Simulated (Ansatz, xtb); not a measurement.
**C3H9OSi: which of two isomers lies lower**

Structure a: `CCC[SiH]O`, a doublet. Structure b: `CC(C)[SiH]O`, a doublet. Both are isolated molecules in the gas phase, relaxed with B3LYP/6-31G*; the shapes shown needn't be the lowest conformers.

a (Å):

| atom | x (Å) | y (Å) | z (Å) |
| --- | --- | --- | --- |
| C | -2.2525 | -1.9036 | 2.2847 |
| C | -2.1043 | -1.5378 | 0.8027 |
| C | -1.5442 | -0.1192 | 0.5871 |
| O | -0.4612 | 1.7607 | -1.4775 |
| Si | -1.2781 | 0.3078 | -1.2535 |
| H | -2.6541 | -2.9165 | 2.4074 |
| H | -2.9309 | -1.2098 | 2.7962 |
| H | -1.2851 | -1.8619 | 2.7999 |
| H | -1.4481 | -2.2708 | 0.3137 |
| H | -3.0811 | -1.6269 | 0.3080 |
| H | -2.2112 | 0.6199 | 1.0521 |
| H | -0.5702 | -0.0171 | 1.0908 |
| H | -0.3726 | -0.7115 | -1.8691 |
| H | -0.9254 | 2.5497 | -1.1637 |

b (Å):

```yaml
atoms:
  - { symbol: C, position_ang: [0.6979, 3.0822, 0.2260] }
  - { symbol: C, position_ang: [0.8059, 1.5595, 0.0280] }
  - { symbol: C, position_ang: [-0.5788, 0.8815, 0.0599] }
  - { symbol: O, position_ang: [1.9495, -0.8691, 1.0628] }
  - { symbol: Si, position_ang: [1.9592, 0.7903, 1.3343] }
  - { symbol: H, position_ang: [0.0225, 3.5238, -0.5185] }
  - { symbol: H, position_ang: [0.2950, 3.3294, 1.2166] }
  - { symbol: H, position_ang: [1.6700, 3.5799, 0.1285] }
  - { symbol: H, position_ang: [1.2614, 1.3666, -0.9535] }
  - { symbol: H, position_ang: [-1.2313, 1.3007, -0.7191] }
  - { symbol: H, position_ang: [-1.0767, 1.0409, 1.0249] }
  - { symbol: H, position_ang: [-0.5033, -0.1980, -0.1043] }
  - { symbol: H, position_ang: [1.4196, 1.1050, 2.7094] }
  - { symbol: H, position_ang: [2.4202, -1.4064, 1.7156] }
```

**Question.** Which of the two would you expect CCSD(T)/def2-SVP + ΔMP2/def2-TZVPP electronic energies to favour?

**Answer.** Too close to call at this level: CCSD(T)/def2-SVP + ΔMP2/def2-TZVPP gives E(b) − E(a) = −0.10 kJ/mol.

The same difference at several levels:

```tsv
level	geometry	E(b) − E(a) (kJ/mol)	departure from the last row (kJ/mol)	job, with rough time for the two
GFN2-xTB	GFN2-xTB	−3.22	−3.12	optimisation, 0.14 s
HF/STO-3G	GFN2-xTB	+17.19	+17.29	single point, 0.44 s
r2SCAN-D4/def2-SVP	GFN2-xTB	+10.16	+10.26	single point, 8.4 s
B3LYP/6-31G*	B3LYP/6-31G*	+4.19	+4.30	optimisation, 3 min
HF/def2-SVP	B3LYP/6-31G*	+4.88	+4.98	part of the CCSD(T) run
MP2/def2-SVP	B3LYP/6-31G*	−0.58	−0.48	part of the CCSD(T) run
CCSD(T)/def2-SVP	B3LYP/6-31G*	−0.04	+0.06	single point
CCSD(T)/def2-SVP + ΔMP2/def2-TZVPP	B3LYP/6-31G*	−0.10		single point, 2.5 min
```

As drawn, both hold the same kinds of bond in the same numbers. Structure a has 1 methyl group, b 2.

The largest departure from CCSD(T)/def2-SVP + ΔMP2/def2-TZVPP is that of HF/STO-3G, 17.29 kJ/mol. The last row adds to CCSD(T) the change of the MP2 difference between the two basis sets, here −0.06 kJ/mol.

With harmonic frequencies from B3LYP/6-31G* (ideal gas, rigid rotor, one conformer each, 298.15 K, 1 atm): the zero-point term adds −0.95 kJ/mol; ΔH is −0.93 and ΔG +0.19 kJ/mol.

Open shells are spin-unrestricted. The correlated steps freeze 9 core orbitals. Run with Ansatz 0.2.0, xtb 6.7.1; the last row on 2 threads of Arm Neoverse V1 on a shared host.
